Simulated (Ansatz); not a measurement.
Input file for Ansatz (an electronic-structure program): R-CCSD(T)/def2-QZVPP on HIOSi (SMILES O[Si]I), a point of a torsion scan. Elements past Kr take the def2 small-core potentials; no spin–orbit coupling. Files ending in .json are basis or fitting sets from the Basis Set Exchange. The run froze 15 orbitals, filled d shells among them.

Ansatz 0.2 input:
```yaml
crystal:
  periodic: [false, false, false]
  atoms:
    - {symbol: O, position_ang: [-1.03504112, 0.23552149, 0.22433378]}
    - {symbol: Si, position_ang: [0.40428563, 0.87506142, -0.18189259]}
    - {symbol: I, position_ang: [-0.17647404, 3.25731245, 0.28602468]}
    - {symbol: H, position_ang: [-1.44930086, -0.54646946, -0.12060100]}
basis:
  gaussian:
    orbitals: def2-QZVPP.json
magnetization: {spin_polarized: false}
correlation: {method: ccsd_t, electrons: outside_noble_gas}
scf: {lower_state_search: off}
```

Program output:

```
WARN ansatz: RAYON_NUM_THREADS=1 ignored (pool sized by the plan → 1); use --threads N
Functional definition: HF
these checks for a lower state are left out or cut short: stability, starts, cluster_reference, orbital_swaps, neighbouring_geometries, increment
integrals: 1.38 GiB planned
1466 factors; integrals over basis functions are off by at most 5.2e-4 eV
mean field: 0.77 GiB planned
mean field evaluation 1: about -17988.0892 eV, gradient 3.8e1 eV
mean field evaluation 2: about -17988.1633 eV, gradient 3.8e1 eV
mean field evaluation 4: about -17990.8356 eV, gradient 2.5e0 eV
mean field evaluation 8: about -17990.8788 eV, gradient 3.6e-1 eV
mean field evaluation 16: about -17990.8800 eV, gradient 2.3e-6 eV
mean field -17990.88002726 eV, -661.1526463453 hartree, gradient 2.3e-6 eV, S^2 0.000000; 0 other end points of the search recorded, 0 dependent functions left out
15 core orbitals not correlated
reference -17990.88002726 eV, -661.1526463453 hartree; 9, 9 occupied and 215, 215 virtual orbitals, 1466 factors
second order -14.19716885 eV of doubles, -0.00000000 eV of singles
coupled cluster: 1.77 GiB planned
cycle   1  -14.30790550 eV  change   -1.1e-1 eV  update   9.6e-2
cycle   2  -14.66620884 eV  change   -3.6e-1 eV  update   3.2e-2
cycle   3  -14.76123175 eV  change   -9.5e-2 eV  update   1.8e-2
cycle   4  -14.74559916 eV  change    1.6e-2 eV  update   4.6e-3
cycle   5  -14.74387187 eV  change    1.7e-3 eV  update   2.1e-3
cycle   6  -14.74458884 eV  change   -7.2e-4 eV  update   7.0e-4
cycle   7  -14.74410005 eV  change    4.9e-4 eV  update   2.9e-4
cycle   8  -14.74409328 eV  change    6.8e-6 eV  update   1.1e-4
cycle   9  -14.74413607 eV  change   -4.3e-5 eV  update   4.0e-5
cycle  10  -14.74411412 eV  change    2.2e-5 eV  update   1.9e-5
perturbative correction -0.68484479 eV, -0.0251675817 hartree
Total energy: -18006.30898617 eV, -661.7196501272 hartree
Checks for a lower state left out: stability, starts, cluster_reference, orbital_swaps, neighbouring_geometries, increment
```

Self-consistency was reached.

Cost: about 5 core-minutes (a rough figure).
